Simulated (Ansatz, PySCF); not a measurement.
Zn(OH) (HOZn), SMILES [OH][Zn+], charge +1.

Geometry optimised at B3LYP-D3(BJ)/def2-TZVP. The spin state was assumed, not searched. The isomer is the one that the SMILES or the coordinates give; other isomers of the formula were not compared.

Vertical ionisation energy (IE) and electron affinity (EA) in eV. Rows of orbital energies are one-electron estimates. Where ΔSCF, EOM or ADC give a negative EA the extra electron is unbound and the value depends on the basis.

| level | IE | EA |
|---|---|---|
| −ε(HOMO), −ε(LUMO), CAM-B3LYP/def2-TZVPD (PySCF) | 16.51 | 10.16 |
| −ε(HOMO), −ε(LUMO), r2SCAN/def2-TZVPD (PySCF) | 13.70 | 11.66 |
| −ε(HOMO), −ε(LUMO), PBE/def2-TZVPD (PySCF) | 13.54 | 12.01 |
| ΔSCF, PBE0/def2-TZVPD (Ansatz), final states of multiplicity 2 and 2 | 17.41 | 8.59 |
| ΔSCF, PBE/def2-TZVPD (Ansatz), final states of multiplicity 2 and 2 | 17.93 | 8.60 |

Problem. What vertical singlet–triplet gap does ΔSCF give with PBE0/def2-TZVPD (Ansatz, a quantum-chemistry and plane-wave program) and with PBE/def2-TZVPD (Ansatz)? (The exact figures need the calculation; the answer reports its results.)

Solution. 2.06 and 2.32 eV (triplet above singlet where positive).
